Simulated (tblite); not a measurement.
Species: C5H5O2S (doublet state).
Numbering: `[O:1][C@H:2]([OH:3])[c:4]1[cH:5][cH:6][s:7][cH:8]1` (hydrogens: H9 on C2; H10 on O3; H11 on C5; H12 on C6; H13 on C8)

Structure used (GFN2-xTB), in Å, numbered top down from 1:
```xyz
13
C5H5O2S angstrom
O     -2.2063    1.1463    0.0957
C     -1.5228    0.1148   -0.2127
O     -1.9380   -1.1148    0.3239
C      0.0129    0.2351   -0.0784
C      0.8900   -0.8758   -0.1515
C      2.1784   -0.5078    0.0439
S      2.3396    1.1925    0.2910
C      0.6500    1.4181    0.1265
H     -1.5364   -0.0485   -1.3405
H     -2.6853   -0.9400    0.9109
H      0.5513   -1.8823   -0.3097
H      3.0525   -1.1271    0.0659
H      0.2097    2.3900    0.2172
```

Structure optimised with GFN2-xTB, isolated species. This method treats the open shell by occupation alone, without spin polarisation.

Masses are those of the commonest isotopes; rigid-rotor values at the optimised geometry. The values belong to one conformer with, in the numbering `[O:1][C@H:2]([OH:3])[c:4]1[cH:5][cH:6][s:7][cH:8]1`, O1–C2–O3–H -3°, O1–C2–C4–C5 168°.

Task: What are A, B and C (MHz)?

Result: Ia = 118.22, Ib = 439.95, Ic = 544.52 u·Å²; 505379 MHz·u·Å²/I gives A = 4275, B = 1149, C = 928.1 MHz.

Task: What kind of rotor is it?

Result: An asymmetric top. Ray's parameter κ = (2B − A − C)/(A − C) = -0.868; −1 is the prolate and +1 the oblate limit.

Task: What does the inertial defect say?

Result: Not planar: Δ = Ic − Ia − Ib = -13.65 u·Å². For a rigid frame Δ = −2 Σ m c², so Σ m c² = 6.82 u·Å² lies off the ab plane: 2.89 from hydrogen and 3.93 from heavier atoms. The atom farthest from that plane is 1.39 Å away.

Task: Give the other two planar moments, Paa and Pbb, and the rms extents of the mass along the axes.

Result: Paa = Σ m a² = (Ib + Ic − Ia)/2 = 433.12 and Pbb = Σ m b² = (Ia + Ic − Ib)/2 = 111.40 u·Å². With the mass M = 129.00 u, the rms extents √(P/M) along a, b and c are 1.83, 0.93, 0.23 Å.

Task: List the rotational levels J(Ka,Kc) to J = 4 (MHz).

Result: Above 0(0,0):
J = 1: 1(0,1) 2077, 1(1,1) 5203, 1(1,0) 5424
J = 2: 2(0,2) 6219, 2(1,2) 9136, 2(1,1) 9798, 2(2,1) 19176, 2(2,0) 19188
J = 3: 3(0,3) 12405, 3(1,3) 15029, 3(1,2) 16352, 3(2,2) 25407, 3(2,1) 25463, 3(3,1) 41596, 3(3,0) 41596
J = 4: 4(0,4) 20601, 4(1,4) 22874, 4(1,3) 25077, 4(2,3) 33706, 4(2,2) 33873, 4(3,2) 49925, 4(3,1) 49927, 4(4,1) 72561, 4(4,0) 72561
Those of J = 1 are B + C, A + C and A + B.

Task: Estimate the classical rotational partition function at 25 K, 50 K and 500 K.

Result: Point group C1, symmetry number σ = 1; q = (√π/σ)·√((kT/h)³/(ABC)), k/h = 20836.6 MHz/K: 9870 at 25 K, 27900 at 50 K, 883000 at 500 K.

For this open shell read J as N, the rotation without spin; fine and hyperfine splittings come on top. Its GFN2-xTB frequencies are all real (lowest 44 cm⁻¹). Constants of a rigid frame at the computed geometry: no zero-point averaging, no centrifugal distortion.

Hardware: an Arm Neoverse V2 with one thread (shared host). Cost: 0.41 s wall. This is the geometry optimisation.
